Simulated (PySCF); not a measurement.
C2H7Al, singlet, at a GFN2-xTB geometry (such geometries of metal compounds can be far from the true shape). Base run: B3LYP/def2-SVP in PySCF.

The PySCF input:
```python
from pyscf import gto, scf, dft

mol = gto.M(
    atom='''
Al    0.352983   -0.096791   -0.294381
C    -0.546751   -1.672244    0.522869
H    -0.141016   -2.606774    0.115300
H    -1.628190   -1.696342    0.343778
H    -0.421767   -1.728064    1.610663
C    -0.045405    1.834618   -0.029023
H     0.680490    2.458845   -0.565210
H    -0.009277    2.145350    1.021836
H    -1.036603    2.127962   -0.394411
H     1.520515   -0.416939   -1.268079
''',
    basis='def2-svp',
    charge=0,
    spin=0,
    verbose=4,
)

mf = dft.RKS(mol)
mf.xc = 'b3lyp'
mf.kernel()
```

The base run was repeated with changes; each row names its change, and settings that it needs were set with it.

```json
[
 {"change": "base", "ΔE vs base (mEh)": "0.000", "SCF cycles": "8", "outcome": "converged"},
 {"change": "init_guess = vsap", "ΔE vs base (mEh)": "0.000", "SCF cycles": "9", "outcome": "converged"},
 {"change": "diis_space = 2", "ΔE vs base (mEh)": "0.000", "SCF cycles": "12", "outcome": "converged"},
 {"change": "solver = newton", "ΔE vs base (mEh)": "0.000", "SCF cycles": "-", "outcome": "converged"},
 {"change": "conv_tol = 1e-11", "ΔE vs base (mEh)": "0.000", "SCF cycles": "9", "outcome": "converged"},
 {"change": "init_guess = mod_huckel", "ΔE vs base (mEh)": "0.000", "SCF cycles": "9", "outcome": "converged"},
 {"change": "DIIS = EDIIS", "ΔE vs base (mEh)": "-", "SCF cycles": "50", "outcome": "not converged"},
 {"change": "diis = off; damp = 0.3 (with mf.diis_start_cycle = 200; with mf.max_cycle = 150)", "ΔE vs base (mEh)": "0.000", "SCF cycles": "21", "outcome": "converged"},
 {"change": "diis = off (with mf.max_cycle = 100)", "ΔE vs base (mEh)": "-", "SCF cycles": "100", "outcome": "not converged"},
 {"change": "init_guess = huckel", "ΔE vs base (mEh)": "0.000", "SCF cycles": "9", "outcome": "converged"},
 {"change": "level_shift = 0.3 (with mf.max_cycle = 100)", "ΔE vs base (mEh)": "0.000", "SCF cycles": "12", "outcome": "converged"},
 {"change": "diis = off; damp = 0.6 (with mf.diis_start_cycle = 200; with mf.max_cycle = 150)", "ΔE vs base (mEh)": "0.000", "SCF cycles": "18", "outcome": "converged"},
 {"change": "damp = 0.5; diis_start_cycle = 5", "ΔE vs base (mEh)": "0.000", "SCF cycles": "9", "outcome": "converged"}
]
```
